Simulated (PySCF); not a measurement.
Task: Give a PBE0-D3(BJ)/def2-SVP geometry of `CN[SiH2]S`.

Result: 
```
atom  x, y, z in Å
C1    -1.4981    0.7064   -0.1692
N2    -0.4071   -0.1935   -0.4519
Si3    0.8572   -0.6444    0.6250
S4     2.6978   -0.9056   -0.4504
H5    -2.4604    0.1900    0.0062
H6    -1.6534    1.4336   -0.9852
H7    -1.2757    1.2872    0.7394
H8    -0.5027   -0.7149   -1.3165
H9     0.9097    0.4360    1.6553
H10    0.7285   -1.9671    1.3140
H11    2.6791    0.3297   -0.9987
```

Any rigid rotation of these coordinates is as good. Atoms count from 1 in this order. Si3 (SiH2 silicon) is distorted tetrahedral (angles from 101.3° to 117.2°). Of the pairs four or more bonds apart, H7···H9 is among the closest relative to their van der Waals radii: 2.52 Å, 105 % of the sum of Bondi's values. N2 (silicon-bound nitrogen) is almost planar (angles 126.6°, 117.9° and 114.6°, sum 359.2°, 0.07 Å off the plane of its three neighbours). S4 (sulfur bonded to Si and H) is bent (angle 94.6°).

Bonds between heavy atoms (Å): C1–N2 1.442, N2–Si3 1.721, Si3–S4 2.148.

The calculation used PBE0-D3(BJ)/def2-SVP geometry optimisation, gas phase (PySCF 2.14.0).

Point group: C1 (no symmetry element, even within 0.4 Å). No frequency check. The numbers are those of one conformer (C1–N2–Si3–S4 -145°, N2–Si3–S4–H 55°).
